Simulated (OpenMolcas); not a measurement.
## C2H2BrF3 (2-bromo-1,1,1-trifluoroethane): the vertical ionisation energy from total energies

C2H2BrF3: 8 atoms, total charge 0, spin state singlet. SMILES: `FC(F)(F)CBr`. The coordinates come from a GFN2-xTB relaxation.

Both states at this one shape; open shells run unrestricted unless said. 1 Eh = 27.2114 eV.

| level | program | singlet C2H2BrF3 (Eh) | doublet [C2H2BrF3]+ (Eh) | HOMO of the first (eV) |
| --- | --- | --- | --- | --- |
| HF/ANO-S-VDZ | OpenMolcas | -2947.575454 | -2947.179561 | -12.02 |
| HF/ANO-S-VDZP | OpenMolcas | -2947.764144 | -2947.383079 | -11.72 |

Work out the vertical ionisation energy at each level.


1. HF/ANO-S-VDZ: -2947.179561 − (-2947.575454) = 0.395893 Eh = 10.77 eV; −ε(HOMO) = 12.02 eV.
2. HF/ANO-S-VDZP: -2947.383079 − (-2947.764144) = 0.381065 Eh = 10.37 eV; −ε(HOMO) = 11.72 eV.

No measured value is set beside it here; the levels span 10.37 to 10.77 eV. In Hartree–Fock, −ε(HOMO) (Koopmans) exceeds the difference of totals by the orbital relaxation of the ion. Spin-orbit coupling, which splits open shells on such heavy atoms by tenths of an eV, is left out. All-electron rows are non-relativistic unless named.
